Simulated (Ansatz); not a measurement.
Start from `S[SiH2][SiH2][GeH3]` and change one atom or group to get `S[SiH2][SiH2]CCl`.

Ansatz, PBE0-D4/def2-TZVP geometries, multiplicity 1. Each molecule was computed in one conformer, which needn't be the lowest.

Scalar relativity is left out up to krypton.

| property | `S[SiH2][SiH2][GeH3]` |
| --- | --- |
| LUMO energy (PBE0/def2-TZVPP) / eV | -0.60 |
| HOMO energy (ωB97M-V/def2-TZVPP) / eV | -9.41 |
| HOMO–LUMO gap (B3LYP/def2-TZVPP) / eV | 6.32 |
| LUMO energy (ωB97M-V/def2-TZVPP) / eV | 1.11 |
| HOMO energy (B3LYP/def2-TZVPP) / eV | -7.09 |
| LUMO energy (B3LYP/def2-TZVPP) / eV | -0.77 |

(1) What does the change do to each property? (Best estimate.)

## Answers

(1) Ansatz gave: 
```json
{"property": "LUMO energy (PBE0/def2-TZVPP) / eV", "`S[SiH2][SiH2]CCl`": "-0.89", "shift": "-0.29"}
{"property": "HOMO energy (ωB97M-V/def2-TZVPP) / eV", "`S[SiH2][SiH2]CCl`": "-9.41", "shift": "0.00"}
{"property": "HOMO–LUMO gap (B3LYP/def2-TZVPP) / eV", "`S[SiH2][SiH2]CCl`": "6.04", "shift": "-0.28"}
{"property": "LUMO energy (ωB97M-V/def2-TZVPP) / eV", "`S[SiH2][SiH2]CCl`": "0.87", "shift": "-0.24"}
{"property": "HOMO energy (B3LYP/def2-TZVPP) / eV", "`S[SiH2][SiH2]CCl`": "-7.10", "shift": "-0.01"}
{"property": "LUMO energy (B3LYP/def2-TZVPP) / eV", "`S[SiH2][SiH2]CCl`": "-1.06", "shift": "-0.29"}
```

B3LYP here is the variant with VWN-RPA as its local correlation; programs differ in this.
